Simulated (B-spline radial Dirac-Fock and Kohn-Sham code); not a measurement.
Elastic scattering of 441 eV positrons by the free argon atom

These are calculated numbers from a radial finite-basis atomic code; the model is relativistic (Dirac) partial waves in the static field of the Dirac-Fock atom, without polarisation or absorption potentials.

| θ (°) | dσ/dΩ (Å²/sr) |
| --- | --- |
| 0 | 8.24 |
| 0.5 | 8.23 |
| 1 | 8.18 |
| 2 | 8.00 |
| 4 | 7.34 |
| 8 | 5.28 |
| 12 | 3.25 |
| 16 | 1.83 |
| 24 | 0.589 |
| 32 | 0.253 |
| 45 | 0.0974 |
| 60 | 0.0419 |
| 75 | 0.0218 |
| 90 | 0.0131 |
| 105 | 0.00888 |
| 120 | 0.00659 |
| 135 | 0.00530 |
| 150 | 0.00456 |
| 165 | 0.00417 |
| 180 | 0.00406 |

Question: What integrated cross sections go with this distribution?

Answer: The total elastic cross section is 1.79 Å², the first transport cross section 0.226 Å² and the second, weighted with (3/2) sin²θ, 0.449 Å². The mean deflection is ⟨1 − cos θ⟩ = 0.126, and 2.5 % of the collisions scatter beyond 90°.
